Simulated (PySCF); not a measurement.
C4H9LiO, charge +1, doublet, at a GFN2-xTB geometry (such geometries of metal compounds can be far from the true shape) (a state made from the parent by changing its charge; the spin is typed, not shown lowest), with bond 13-6 at 2.0 times its length. Base run: HF/STO-3G in PySCF.

Input for PySCF:
```python
from pyscf import gto, scf

mol = gto.Mole()
mol.atom = '''
    Li    1.00275402    1.90289940    1.94010571
    O     0.42811941    0.81981246    0.84106518
    C    -0.07634044   -0.06171066   -0.00743218
    C     1.01719818   -1.15247791   -0.34195455
    C    -1.36757166   -0.71656562    0.44818983
    C    -0.26881521    0.62624137   -1.41888001
    H     0.63507046   -1.83349040   -1.09361338
    H     1.21378005   -1.68000699    0.58880178
    H     1.93137196   -0.67982516   -0.68895318
    H    -1.20791031   -1.24093350    1.39012098
    H    -1.73909090   -1.41960691   -0.29026196
    H    -2.12734785    0.04276591    0.63187034
    H     1.58859075    1.54328355   -2.07241565
    H    -1.02408265    1.39647012   -1.27974469
    H    -0.60172127   -0.11025644   -2.14094915
'''
mol.basis = 'sto-3g'
mol.charge = 1
mol.spin = 1
mol.verbose = 4
mol.build()

mf = scf.UHF(mol)
mf.kernel()
```

Each row names what was changed in the base input (with any setting that the change needs).

```
change                                                                            ΔE vs base (mEh)  SCF cycles  <S^2>               outcome
--------------------------------------------------------------------------------  ----------------  ----------  -----  --------------------
base                                                                                         0.000          22  0.757             converged
conv_tol = 1e-7                                                                              0.000          18  0.757             converged
init_guess = sap                                                                             0.000          25  0.757             converged
diis = off; damp = 0.6 (with mf.diis_start_cycle = 200; with mf.max_cycle = 150)                 -         150      -         not converged
level_shift = 1.0 (with mf.max_cycle = 100)                                                -23.888          96  0.761  another SCF solution
level_shift = 0.1 (with mf.max_cycle = 100)                                                  0.000          26  0.757             converged
diis_space = 4                                                                               0.000          36  0.757             converged
level_shift = 0.3 (with mf.max_cycle = 100)                                                  0.000          44  0.757             converged
DIIS = EDIIS                                                                                     -          50      -         not converged
init_guess = 1e                                                                             -115.8          34  1.647  another SCF solution
level_shift = 0.5 (with mf.max_cycle = 100)                                                -23.888          54  0.761  another SCF solution
init_guess = huckel                                                                              -          50      -         not converged
conv_tol = 1e-12                                                                             0.000          35  0.757             converged
```

A guess, shift, damping, solver or small numerical setting can't move a converged solution much, so rows marked as another SCF solution ended in a different state.

Open shells are given as the SCF converged; they aren't shown to be the lowest states, and a large step between rows can be another state.
